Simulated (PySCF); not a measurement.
Electric properties by functional and basis

Species: o-xylene, C8H10.
InChI=1S/C8H10/c1-7-5-3-4-6-8(7)2/h3-6H,1-2H3

PySCF, dipoles from the SCF density, polarisabilities from static response with core orbitals frozen. Isolated species at its PBE0-D3(BJ)/def2-SVP geometry, gas phase.

Reference dipole: 0.630 D (measured, unstated (gas or solution; conformer average); Muller, Mokrushina, Arlt, J. Chem. Eng. Data 57 (2012) 1231, supporting information). The anisotropy is √(½[(α1 − α2)² + (α2 − α3)² + (α3 − α1)²]).

| level | μ (D) | error (%) | α (Å³) | anisotropy (Å³) |
| --- | --- | --- | --- | --- |
| LDA/def2-SVPD | 0.775 | +23.0 | 14.40 | 7.95 |
| PBE/def2-SVPD | 0.695 | +10.2 | 14.23 | 7.93 |
| B3LYP/def2-SVPD | 0.654 | +3.8 | 13.98 | 7.65 |
| PBE0/def2-SVPD | 0.679 | +7.8 | 13.85 | 7.57 |
| BHandHLYP/def2-SVPD | 0.640 | +1.5 | 13.62 | 7.32 |
| CAM-B3LYP/def2-SVPD | 0.658 | +4.4 | 13.78 | 7.42 |
| wB97X-D/def2-SVPD | 0.679 | +7.7 | 13.81 | 7.34 |
| LC-wPBE/def2-SVPD | 0.665 | +5.6 | 13.45 | 7.16 |
| HF/def2-SVPD | 0.621 | -1.4 | 13.33 | 6.91 |
| PBE0/6-31G* | 0.585 | -7.1 | 11.62 | 8.73 |
| PBE0/def2-SVP | 0.708 | +12.3 | 12.25 | 8.15 |
| PBE0/6-31+G* | 0.688 | +9.1 | 13.31 | 7.38 |
| PBE0/aug-cc-pVDZ | 0.709 | +12.5 | 14.23 | 7.59 |

For the dipole, the smallest error is 1.4% (HF/def2-SVPD) and the largest 23.0% (LDA/def2-SVPD). The dipole runs from 0.59 D (PBE0/6-31G*) to 0.77 D (LDA/def2-SVPD). No reference polarisability is at hand; against PBE0 in the largest diffuse basis at hand (aug-cc-pVDZ) the other PBE0 rows deviate by 6-31G* -18%, def2-SVP -14%, 6-31+G* -6%, def2-SVPD -3%. In one basis (def2-SVPD) the functionals order the polarisability from HF (lowest) to LDA (highest), a spread of 8%. With PBE0 the polarisability is 11.94 Å³ without diffuse functions (mean of 6-31G* and def2-SVP) and 13.79 Å³ with them (mean of 6-31+G*, def2-SVPD and aug-cc-pVDZ). Measured values can belong to vibrating molecules and may average over conformers; the computed ones are for one fixed geometry.
